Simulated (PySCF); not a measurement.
C2H3F3Si, SMILES C=C[Si](F)(F)F. Atoms are numbered in the order given.

```xyz
9

C      0.0448    -2.4163     0.0000
C     -0.7407    -1.3268     0.0000
Si    -0.0298     0.3635     0.0000
F     -0.4750     1.2224    -1.2863
F     -0.4750     1.2224     1.2863
F      1.5785     0.2874     0.0000
H      1.1367    -2.3384     0.0000
H     -0.3708    -3.4294     0.0000
H     -1.8303    -1.4528     0.0000
```

The structure is a stationary point at TPSSh-D3(BJ)/def2-SVP. Other conformers were not sampled.

Two levels are set side by side: PBE/pcSseg-1 (PySCF) and HF/pcSseg-1 (PySCF). GIAO shifts against CFCl3 (¹⁹F), TMS (²⁹Si), TMS (¹H), TMS (¹³C) at the same level; non-relativistic, no solvent, atoms listed together averaged. Differences are taken from unrounded values.

```
quantity                  HF    PBE  PBE minus HF
---------------------  -----  -----  ------------
δ(¹³C) of C1 (ppm)     159.8  154.1          -5.7
δ(¹³C) of C2 (ppm)     126.9  130.4           3.6
δ(²⁹Si) of Si3 (ppm)   -71.5  -60.0          11.5
δ(¹H) of H7, H8 (ppm)   7.13   6.88         -0.25
δ(¹H) of H9 (ppm)       6.18   6.24          0.06
```

Rough cost on one machine, each run with all the roots and properties that it gave: HF against PBE within a factor of 2.
